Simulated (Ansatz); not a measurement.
System: WH$_{6}$, net charge 0, singlet state. 
Structure (B3LYP-D3(BJ)/def2-TZVP (Ansatz, an electronic-structure program) minimum search):
```
W
H 1 1.6678
H 1 1.6678 2 62.99
H 1 1.6678 2 62.99 3 71.80
H 1 1.7134 2 119.70 3 -38.66
H 1 1.7134 2 119.70 3 110.46
H 1 1.7134 2 67.71 3 -144.10
```

Property: atomisation energy (electronic, to ground-state atoms), in kcal/mol. Valence correlation only, unless marked. UHF or UKS for open shells. Spin-orbit coupling is left out. Frozen are the shells of the preceding noble gas and the d and f shells that filled before the atom's block. In def2 rows, elements after Kr have scalar-relativistic effective core potentials. The coupled-cluster limit lacks core correlation, which all-electron functionals hold. CBS(X,Y): correlation extrapolated as X^-3; Hartree-Fock from the larger set.

| level | program | atomisation energy (kcal/mol) | minus last row |
|---|---|---|---|
| BLYP-D4/def2-TZVPD | Ansatz + dftd4 | 421.1 | 11.4 |
| PBE0-D3(BJ)/def2-TZVPD | Ansatz + dftd3 | 403.6 | -6.1 |
| BHLYP/def2-TZVPD | Ansatz | 391.8 | -17.9 |
| r2SCAN0-D4/def2-TZVPD | Ansatz + dftd4 | 399.0 | -10.7 |
| HSE06-D3(BJ)/def2-TZVPD | Ansatz + dftd3 | 403.4 | -6.3 |
| CAM-B3LYP/def2-TZVPD | Ansatz | 410.3 | 0.6 |
| wB97X-V/def2-TZVPD | Ansatz | 415.3 | 5.6 |
| B2PLYP/def2-TZVPD | Ansatz | 401.5 | -8.2 |
| RPA@PBE/def2-QZVPP | Ansatz | 403.4 | -6.3 |
| MP2/CBS(def2-TZVPP,def2-QZVPP) | Ansatz | 400.6 | -9.1 |
| RI-MP2/def2-QZVPP | Ansatz | 396.7 | -13.0 |
| RI-MP2/def2-QZVPPD | Ansatz | 396.9 | -12.8 |
| SCS-MP2/def2-SVPD | Ansatz | 379.3 | -30.4 |
| CCSD(T)/def2-TZVPPD | Ansatz | 403.0 | -6.7 |
| CCSD(T)/CBS(def2-TZVPP,def2-QZVPP) | Ansatz | 409.7 | 0.0 |

The T1 diagnostic of CCSD in the largest basis is 0.034, which is high, so the coupled-cluster rows are less sure than usual.
